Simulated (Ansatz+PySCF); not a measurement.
Values are calculated unless marked as measured or tabulated.
Several solutions for triplet CoH

| atom | x (Å) | y (Å) | z (Å) |
| --- | --- | --- | --- |
| Co | 0.0000 | 0.0000 | 0.0000 |
| H | 0.0000 | 0.0000 | 1.5310 |

Basis set: def2-SVP (spherical functions). Charge 0, multiplicity 3.

ROHF was run from several starts with Ansatz (development build ahead of 0.2.0) and PySCF 2.14.0.

```json
{"run": "A", "program": "Ansatz", "start": "search for the lowest state", "converged": "yes", "energy (hartree)": "-1381.67474", "<S²>": "2.00"}
{"run": "B", "program": "Ansatz", "start": "atomic start, no search", "converged": "yes", "energy (hartree)": "-1381.60874", "<S²>": "2.00"}
{"run": "C", "program": "Ansatz", "start": "stability test followed", "converged": "yes", "energy (hartree)": "-1381.67474", "<S²>": "2.00"}
{"run": "D", "program": "PySCF", "start": "program defaults", "converged": "no", "energy (hartree)": "–", "<S²>": "–"}
```

(1) Which runs reached the lowest solution of this kind, and what is wrong with the others?

Results:

(1) A, C reached the lowest solution found. Converged but too high: B by 1.80 eV. Convergence only shows a stationary point, and even a stable one can lie too high; stability tests and further starts are what find lower ones. Not converged: D. Caution: another spin multiplicity may lie lower. Caution: an unrestricted determinant lies well below (1.70 eV lower).
